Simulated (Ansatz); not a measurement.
Geometry optimisation, RKS PBE-D4/cc-pVDZ in Ansatz.

Input:

```yaml
crystal:
  periodic: [false, false, false]
  atoms:
    - { symbol: Al, position_ang: [-0.005993, 0.248899, 0.011419] }
    - { symbol: Cl, position_ang: [-0.006403, 0.447039, 2.202464] }
    - { symbol: F, position_ang: [1.46772, 0.310125, -0.807674] }
    - { symbol: F, position_ang: [-1.480551, 0.254751, -0.808422] }
    - { symbol: F, position_ang: [0.073441, -2.473951, 0.916422] }
    - { symbol: H, position_ang: [0.097087, -2.083063, 1.76659] }
basis:
  gaussian: { orbitals: cc-pVDZ }
hamiltonian:
  xc: pbe
  dispersion: d4
relax:
  f_tol: 0.03
  max_steps: 50
```

Launched with:

```bash
$ ansatz run input.yaml --threads 1 --pin off --max-ram 2048MiB --backend cpu --events-out ev --progress --plain --runs-dir out
```

**Question.** Where does it end, and by what steps?

**Answer.** It converged. After 11 steps the energy has fallen by 0.574 eV; F5 moved furthest, 0.53 Å. Joined: Al1–F5 (2.87 → 2.00 Å).

| step | energy less start (eV) | largest force component (eV/Å) | accepted |
| --- | --- | --- | --- |
| 0 | 0.0000 | 1.073 | yes |
| 1 | -0.2162 | 0.575 | yes |
| 2 | -0.4146 | 1.158 | yes |
| 3 | -0.4855 | 1.217 | yes |
| 4 | -0.5599 | 0.152 | yes |
| 5 | -0.5657 | 0.084 | yes |
| 6 | -0.5641 | 0.310 | no |
| 7 | -0.5678 | 0.069 | yes |
| 8 | -0.5729 | 0.042 | yes |
| 9 | -0.5738 | 0.030 | yes |
| 10 | -0.5740 | 0.045 | yes |
| 11 | -0.5741 | 0.020 | yes |

```xyz
6
Properties=species:S:1:pos:R:3
Al 0.010 -0.087 0.106
Cl 0.008 0.270 2.265
F 1.476 0.151 -0.704
F -1.473 0.070 -0.692
F 0.065 -2.003 0.683
H 0.060 -1.697 1.624
```

Whether the end is a true minimum wasn't checked by a vibrational analysis.

Run time: 11 s on 1 thread of AMD EPYC 9R45 96-Core Processor (Zen 5), on a shared host, peak memory 0.14 GiB.
